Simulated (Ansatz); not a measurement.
Relaxation of C2H8BBrSSi (14 atoms, charge 0, multiplicity 1), to a largest force component of 0.015 eV/Å in at most 40 steps.

Level of theory: Ansatz, RHF/def2-SVP.

```xyz
14
Properties=species:S:1:pos:R:3
B -0.296 -1.579 -1.076
C -0.300 -0.427 0.057
C 0.741 -0.760 1.086
Br -1.961 -0.344 0.908
Si 0.066 1.232 -0.759
S 0.176 2.809 0.738
H 0.421 -2.455 -1.064
H -1.091 -1.428 -1.973
H 1.787 -0.778 0.677
H 0.567 -1.747 1.589
H 0.772 0.003 1.927
H 1.369 1.172 -1.435
H -1.047 1.589 -1.720
H -1.215 2.684 1.073
```

Task: Where does it end, and by what steps?

Result: The forces met the threshold. After 14 steps the energy has fallen by 0.679 eV; H7 moved furthest, 0.72 Å.

```json
{"step": "0", "energy less start (eV)": "0.0000", "largest force component (eV/Å)": "2.652", "accepted": "yes"}
{"step": "1", "energy less start (eV)": "-0.5143", "largest force component (eV/Å)": "0.952", "accepted": "yes"}
{"step": "2", "energy less start (eV)": "-0.5784", "largest force component (eV/Å)": "0.289", "accepted": "yes"}
{"step": "3", "energy less start (eV)": "-0.5943", "largest force component (eV/Å)": "0.210", "accepted": "yes"}
{"step": "4", "energy less start (eV)": "-0.6070", "largest force component (eV/Å)": "0.116", "accepted": "yes"}
{"step": "5", "energy less start (eV)": "-0.6176", "largest force component (eV/Å)": "0.182", "accepted": "yes"}
{"step": "6", "energy less start (eV)": "-0.6412", "largest force component (eV/Å)": "0.471", "accepted": "yes"}
{"step": "7", "energy less start (eV)": "-0.6697", "largest force component (eV/Å)": "0.116", "accepted": "yes"}
{"step": "8", "energy less start (eV)": "-0.6559", "largest force component (eV/Å)": "0.412", "accepted": "no"}
{"step": "9", "energy less start (eV)": "-0.6767", "largest force component (eV/Å)": "0.044", "accepted": "yes"}
{"step": "10", "energy less start (eV)": "-0.6761", "largest force component (eV/Å)": "0.197", "accepted": "no"}
{"step": "11", "energy less start (eV)": "-0.6779", "largest force component (eV/Å)": "0.088", "accepted": "yes"}
{"step": "12", "energy less start (eV)": "-0.6785", "largest force component (eV/Å)": "0.050", "accepted": "yes"}
{"step": "13", "energy less start (eV)": "-0.6785", "largest force component (eV/Å)": "0.039", "accepted": "no"}
{"step": "14", "energy less start (eV)": "-0.6788", "largest force component (eV/Å)": "0.008", "accepted": "yes"}
```

```xyz
14
Properties=species:S:1:pos:R:3
B -0.424 -1.581 -1.040
C -0.090 -0.427 -0.011
C 0.880 -0.749 1.116
Br -2.002 -0.600 0.689
Si 0.056 1.321 -0.753
S 0.060 2.878 0.734
H -0.174 -2.717 -0.749
H -0.900 -1.320 -2.108
H 1.895 -0.746 0.707
H 0.692 -1.738 1.534
H 0.841 -0.013 1.918
H 1.384 1.419 -1.398
H -1.022 1.523 -1.736
H -1.208 2.721 1.125
```

The run took 48 s on 2 threads of Intel(R) Xeon(R) 6975P-C (Granite Rapids), with other jobs on the host, peak memory 0.5 GiB.
